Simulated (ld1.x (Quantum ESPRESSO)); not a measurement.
**BLYP TM dataset for magnesium, non-relativistic all-electron reference.**

- Element: Mg
- Generator: ld1.x (Quantum ESPRESSO) 7.5
- Type: norm-conserving Troullier–Martins (Kleinman–Bylander form)
- Functional: BLYP
- Relativity: non-relativistic
- Frozen core: [Ne]
- Valence charge: 2
- Reference configuration: 3s1 3p0 (charge +1)
- Partial waves: 3s (bound): rc 1.85 bohr; 3d channel at 0.25 Ry: rc 2.60 bohr; 3p (bound, empty): rc 2.55 bohr
- Local potential: the p channel
- Core correction: a·sin(br)/r model core inside 1.85 bohr

- Cutoffs needed: 8 Ry and 21 Ry (the cutoffs (Ry, on a coarse ladder) from which the occupation-weighted sum of valence levels, in a spherical-Bessel basis at the reference potential, stays within 10 and 1 mRy of its value at 400 Ry)
- Ghost test: no extra level below or beside the all-electron valence levels (s, d, p, f tested) (spherical-Bessel basis up to 400 Ry, 20 bohr box)
- Largest excitation error: +18 meV (all-electron minus pseudo) for 3s2 3p0, out of 5 test configurations
